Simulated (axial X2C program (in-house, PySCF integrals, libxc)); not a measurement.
MgV at several levels of theory

All values were computed with an axial X2C code built on PySCF integrals. Spin-free means the one-electron spin-free X2C Hamiltonian; two-component (2c) means X2C with spin–orbit coupling and atomic mean-field two-electron Coulomb and Gaunt terms, so the difference of the two also holds small scalar two-electron terms. Basis: V dyall-cv3z [10s10p6d4f2g], Mg dyall-cv3z [9s8p6d3f] (cores contracted in-house); Gaussian nuclei, density fitting, unrestricted open shells. Masses: V 50.944 u, Mg 23.985 u.

Input file and command:
```json
{"zs": [23, 12], "q": 0, "bas": ["dyall-cv3z", "dyall-cv3z"], "levels": ["PBE0", "HF", "TPSSh"], "cc": true, "r0": 2.73, "thr": -2.0, "nmax": 90, "npts": 10, "nst": 2, "ntry": 6}
```
```bash
python so2c.py task.json out
```

Keys: zs atomic numbers; q charge; bas basis sets; levels methods; cc coupled cluster on or off; r0 starting distance in Å; thr threshold in hartree for freezing inner shells (an s shell follows its p shell); nmax most natural virtual spinors; npts points on the curve; nst determinants followed; ntry starts of the search. HF also brings MP2.

State, spin-free: M_S = 5/2, Λ = 0 (beyond evenly filled blocks: σα, π+α, π-α, δ+α, δ-α); electrons by block: σα: 10, σβ: 9, π+α: 4, π+β: 3, π-α: 4, π-β: 3, δ+α: 1, δ-α: 1. Fragments: V + Mg.

State, 2c: Ω = 5/2 (⟨Sz⟩ = 2.50, ⟨Lz⟩ = 0.00 at PBE0); electrons by block: 1/2: 13, -1/2: 13, 3/2: 4, -3/2: 4, 5/2: 1. Fragments: V + Mg.

```tsv
Hamiltonian	level	Re (Å)	ωe (cm⁻¹)	ωexe (cm⁻¹)	Be (cm⁻¹)	μ (D)
spin-free	PBE0	3.013	149.5	1.73	0.1138	0.05
spin-free	MP2	3.192	105.8	2.75	0.1015	n/a
spin-free	CCSD	3.142	118.7	1.9	0.1047	n/a
spin-free	CCSD(T)	3.064	133.4	1.81	0.1101	n/a
spin-free	TPSSh	2.964	163.5	1.51	0.1176	-0.07
2c	PBE0	3.014	149.3	1.73	0.1138	0.05
2c	MP2	3.194	105.6	2.76	0.1014	n/a
2c	CCSD	3.144	118.2	1.92	0.1046	n/a
2c	CCSD(T)	3.066	133.0	1.81	0.11	n/a
2c	TPSSh	2.965	163.3	1.51	0.1176	-0.07
```

Correlated methods: 7 electrons correlated (number of frozen shells: V 3 s, 2 p; Mg 2 s, 1 p), 325 virtual spin orbitals or spinors in MP2, 90 natural virtuals in coupled cluster.

Dipoles are positive if Mg is the positive end.

One determinant describes the state; a PBE0 search over occupations chose it and may have missed a lower one. De is not given where an atomic determinant may have missed its ground term or J level, or where the truncated virtual space spoils (T). Density functionals use the spin component along the axis (collinear). Coupled cluster ran in a truncated set of natural virtual spinors; the MP2 energy of the rest was added. (T) has no such correction and the atoms are truncated less, which lowers De at CCSD(T) by a hundredth of an eV or more. Other states lie close and PBE0, whose exact exchange favours high spin, may order them wrongly; the determinant shown need not be the ground state. The nearest other spin-free determinant of the search, M_S = 5/2, Λ = 1, lies 0.05 eV up at the distance of the search. The functionals have no current-density term, which raises determinants with orbital currents, atoms included. The spin of this state cannot come from the lowest atoms; the curve heads to a higher limit, and no De is given. With several unpaired electrons one determinant need not be a pure state. A state of lower Ω lies just above, and one determinant can place such states too high, so the state shown need not be the lowest. The search has Ω = 1/2 only 0.03 eV up. The outer-core s and p shells of the metal are frozen in the correlated rows, which leaves out core–valence correlation; for alkali and alkaline-earth bonds that tends to lengthen them. This is the top spin component of a Σ state; components of lower Ω are not single determinants and can lie lower. The T1 diagnostic is large, a sign of multireference character.

No reliable constants came from HF (2c), HF (spin-free): no minimum in range, unconverged points, a curve that is not smooth, a change of character along it, or the two Hamiltonians disagreeing along it.

Rough cost a point (2c) on 1 thread(s) of a shared host, integrals apart: PBE0 0.9 s, CCSD(T) 3 s, TPSSh 1.6 s.

The whole task took 3.2 min on 1 thread of Arm Neoverse V1, on a shared host.
